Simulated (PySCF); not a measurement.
UHF on Cr²⁺ (chromium, charge +2)

Configuration: [Ar] 3d4, high-spin 5D determinant. All numbers are calculated (PySCF 2.14, scalar relativity by spin-free X2C-1e, in aug-cc-pwCVTZ-DK with one added diffuse shell each of s, p, d, f, g type (11s10p8d5f4g, 152 functions)).

* Total energy: -1048.883411 hartree
* One-electron energy: -1428.5729 hartree
* Hartree (Coulomb) energy: 427.3872 hartree
* Exchange energy: -47.6977 hartree
* ⟨S²⟩: 6.0014
* ⟨L²⟩: 6.018
* Sum of ⟨r⟩: 14.56 bohr
* Sum of ⟨r²⟩: 16.15 bohr²
* Traceless quadrupole moment −½Σ⟨3z² − r²⟩ along its main axis: -0.487 e·bohr²
* Langevin diamagnetic susceptibility: -12.8 ×10⁻⁶ cm³/mol

| shell | electrons | mean orbital energy (eV) | spread (eV) | rms radius, mean of both spins (bohr) |
| --- | --- | --- | --- | --- |
| 1s β | 1 | -6064.4 | 0 | 0.0734 |
| 1s α | 1 | -6064.4 | 0 | 0.0734 |
| 2s α | 1 | -746.96 | 0 | 0.316 |
| 2s β | 1 | -744.46 | 0 | 0.316 |
| 2p α | 3 | -628.27 | 0.021 | 0.287 |
| 2p β | 3 | -625.79 | 0.772 | 0.287 |
| 3s α | 1 | -117.68 | 0 | 0.965 |
| 3s β | 1 | -109.28 | 0 | 0.965 |
| 3p α | 3 | -83.578 | 1.328 | 1.04 |
| 3p β | 3 | -73.306 | 1.976 | 1.04 |
| 3d α | 4 | -32.427 | 1.746 | 1.33 |

Densities and radii are taken from the X2C orbitals without a picture-change correction, which distorts them close to the nucleus.

Spin-orbit constants ζ (cm⁻¹) from the X2C one-electron operator on these orbitals: bare nucleus, nucleus screened by l(l+1)(2l+1)/3 electrons, and screened by the Breit-Pauli mean field of the electrons.

```
shell   bare  screened nucleus  mean field
   2p  49360             45250         n/a
   3p   5728              5251         n/a
   3d  486.7             283.9         n/a
```

To first order the Landé constant is A = 70.98 cm⁻¹, so the lowest level has J = 0 and lies 0.0528 eV below the centre of the term. This holds in LS coupling only.
